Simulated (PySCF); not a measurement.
ClH3Si, SMILES [SiH3]Cl (connectivity only; charge and spin as stated), charge +1, multiplicity 2.

Coordinates come from a ωB97X-D3(BJ)/def2-TZVP optimisation. The multiplicity is an assumed one; other spin states were not compared. The isomer is the one that the SMILES or the coordinates give; other isomers of the formula were not compared.

Computed with TDA-M06-2X/def2-TZVPD in PySCF.

Vertical excitations. The molecule is in vacuum.

| state | energy (eV) | λ (nm) | f | main pairs |
|---|---|---|---|---|
| root 1 | 2.50 | 495 | 0.003 | β HOMO→LUMO 98 % |
| root 2 | 3.47 | 357 | 0.051 | β HOMO−1→LUMO 95 % |
| root 3 | 4.36 | 284 | 0.001 | β HOMO−2→LUMO 89 % |
| root 4 | 4.59 | 270 | 0.015 | β HOMO−3→LUMO 86 % |
| root 5 | 7.13 | 174 | 0.003 | α HOMO→LUMO+1 95 % |
| root 6 | 7.38 | 168 | 0.060 | α HOMO→LUMO 74 %, β HOMO→LUMO+1 14 % |
| root 7 | 7.47 | 166 | 0.011 | α HOMO−1→LUMO+1 50 %, α HOMO→LUMO 14 %, β HOMO→LUMO+1 30 % |
| root 8 | 7.72 | 161 | 0.001 | α HOMO−1→LUMO 68 %, β HOMO−4→LUMO 13 % |
| root 9 | 7.95 | 156 | 0.008 | α HOMO→LUMO+2 28 %, α HOMO−2→LUMO+1 9 %, β HOMO−1→LUMO+1 51 % |
| root 10 | 7.99 | 155 | 0.033 | α HOMO−1→LUMO+1 40 %, β HOMO→LUMO+1 50 % |
Unrestricted roots are not spin-pure.
